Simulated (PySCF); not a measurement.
# Correlation energy of Si (silicon, neutral)

[Ne] 3s2 3p2, high-spin 3P determinant. All numbers are calculated (PySCF 2.14, no relativity, point nucleus, in aug-cc-pV(Q+d)Z (7s6p5d3f2g, 89 functions)). Frozen: [Ne]; 4 electrons correlated.

```
  level  correlation energy (mhartree)
   CCSD                         -76.65
    (T)                          -2.88
CCSD(T)                         -79.53
```

Diagnostics: T1 = 0.013, D1 = 0.0307, largest double amplitude 0.074.

Cost of the coupled-cluster step: roughly 50 core-seconds, for 4 correlated electrons.
